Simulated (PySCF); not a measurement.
CH8ClFSi3, SMILES C[Si@H](Cl)[Si@@H](F)[SiH3].

Geometry optimised at B3LYP-D3(BJ)/def2-SVP. The structure was generated by enumeration; whether it is a known compound was not checked. Other conformers were not sampled.

Calculation: TDA-PBE/def2-SVPD (PySCF 2.14.0).

Vertical excitations. Gas-phase values at a fixed geometry.

Question: Estimate the UV-visible absorptions. (The exact figures need the calculation; the answer reports its results.)

Answer: 
| state | energy (eV) | λ (nm) | f | main pairs |
|---|---|---|---|---|
| S1 | 4.93 | 251 | 0.011 | HOMO→LUMO 98 % |
| S2 | 5.56 | 223 | 0.007 | HOMO−1→LUMO 92 % |
| S3 | 5.68 | 218 | 0.003 | HOMO−2→LUMO 94 % |
| S4 | 5.92 | 210 | 0.081 | HOMO→LUMO+1 85 % |
| S5 | 6.25 | 198 | 0.013 | HOMO→LUMO+2 76 % |
| S6 | 6.36 | 195 | 0.005 | HOMO−3→LUMO 51 %, HOMO→LUMO+3 41 % |
| T1 | 4.35 | 285 | 0 | HOMO→LUMO 99 % |
| T2 | 5.19 | 239 | 0 | HOMO−1→LUMO 94 % |
Triplets are in the Tamm–Dancoff approximation.
